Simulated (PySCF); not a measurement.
C4H10OSi2, SMILES C[Si](C)(O)C#C[SiH3], singlet, GFN2-xTB optimised geometry.

```
17

Si    -1.40     2.37     0.02
C     -0.76     0.64     0.01
C     -0.34    -0.50     0.00
Si     0.31    -2.24     0.00
C      2.21    -2.24     0.00
C     -0.43    -3.12     1.52
O     -0.09    -3.01    -1.39
H     -2.60     2.43    -0.82
H     -1.71     2.74     1.40
H     -0.36     3.26    -0.52
H      2.60    -1.73     0.87
H      2.60    -3.26     0.01
H      2.59    -1.75    -0.88
H     -0.10    -2.65     2.44
H     -0.13    -4.16     1.56
H     -1.52    -3.09     1.51
H     -1.00    -3.15    -1.64
```

Density from B3LYP/def2-SVP (PySCF) at that geometry.

Minimum of the electron density along straight lines between bonded atoms, close to the bond critical point (lines longer than 1.1 times the sum of covalent radii, or with two minima, are not listed):

```
bond     length / Å  ρ at the minimum / e bohr⁻³  ∇²ρ there / e bohr⁻⁵  position (fraction from the first atom)
-------  ----------  ---------------------------  --------------------  ---------------------------------------
Si1–C2        1.848                        0.111                  0.41                                     0.39
C2–C3         1.211                        0.408                 -1.21                                     0.50
C3–Si4        1.863                        0.108                  0.39                                     0.61
Si4–C5        1.895                        0.114                  0.32                                     0.38
Si4–C6        1.905                        0.112                  0.31                                     0.38
Si4–O7        1.637                        0.126                  1.05                                     0.41
Si1–H8        1.467                        0.117                  0.33                                     0.49
Si1–H9        1.466                        0.117                  0.33                                     0.49
Si1–H10       1.466                        0.117                  0.33                                     0.49
C5–H11        1.085                        0.273                 -0.98                                     0.62
C5–H13        1.085                        0.273                 -0.99                                     0.63
C6–H15        1.087                        0.272                 -0.97                                     0.62
C6–H16        1.087                        0.272                 -0.97                                     0.62
O7–H17        0.953                        0.356                 -2.40                                     0.82
```
